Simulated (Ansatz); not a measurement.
Ansatz (a first-principles code) input (CCSD(T)/aug-cc-pV(D+d)Z):
A basis named .json is the Basis Set Exchange file of that set.

Ansatz 0.2 input:
```yaml
crystal:
  periodic: [false, false, false]
  atoms:
    - {symbol: Al, position_ang: [0.03958841, 0.04681666, 1.24054005]}
    - {symbol: Al, position_ang: [-0.03958841, -0.04681666, -1.24054005]}
    - {symbol: H, position_ang: [1.32878707, -0.34647556, 2.14043714]}
    - {symbol: H, position_ang: [-1.19064031, 0.50984583, 2.18852106]}
    - {symbol: H, position_ang: [1.19064031, -0.50984583, -2.18852106]}
    - {symbol: H, position_ang: [-1.32878707, 0.34647556, -2.14043714]}
basis:
  gaussian:
    orbitals: aug-cc-pV_D+d_Z.json
magnetization: {spin_polarized: false}
correlation: {method: ccsd_t, electrons: outside_noble_gas}
```

End of the output:

```
integrals: 0.13 GiB planned
1016 factors; integrals over basis functions are off by at most 5.2e-4 eV
mean field: 0.27 GiB planned
mean field evaluation 1: about -13227.1984 eV, gradient 1.2e1 eV
mean field evaluation 2: about -13227.1978 eV, gradient 1.2e1 eV
mean field evaluation 4: about -13228.0784 eV, gradient 5.1e-1 eV
mean field evaluation 8: about -13228.0803 eV, gradient 3.4e-5 eV
mean field evaluation 16: about -13228.0803 eV, gradient 8.5e-7 eV
mean field -13228.08034762 eV, -486.1229864601 hartree, gradient 8.5e-7 eV, S^2 0.000000; 0 other end points of the search recorded, 0 dependent functions left out
10 core orbitals not correlated
reference -13228.08034762 eV, -486.1229864601 hartree; 5, 5 occupied and 85, 85 virtual orbitals, 1016 factors
second order -3.80008118 eV of doubles, -0.00000000 eV of singles
coupled cluster: 0.33 GiB planned
cycle   1  -4.63330212 eV  change   -8.3e-1 eV  update   7.5e-2
cycle   2  -4.96841190 eV  change   -3.4e-1 eV  update   2.8e-2
cycle   3  -4.97458237 eV  change   -6.2e-3 eV  update   6.7e-3
cycle   4  -4.97398689 eV  change    6.0e-4 eV  update   2.3e-3
cycle   5  -4.97393451 eV  change    5.2e-5 eV  update   7.3e-4
cycle   6  -4.97381123 eV  change    1.2e-4 eV  update   2.1e-4
cycle   7  -4.97380179 eV  change    9.4e-6 eV  update   7.1e-5
cycle   8  -4.97383546 eV  change   -3.4e-5 eV  update   2.3e-5
cycle   9  -4.97383657 eV  change   -1.1e-6 eV  update   8.6e-6
perturbative correction -0.09656208 eV, -0.0035485912 hartree
Total energy: -13233.15074627 eV, -486.3093201738 hartree
```

This state (charge 0, singlet) is run at the relaxed geometry of the species with charge -1 and multiplicity 2.
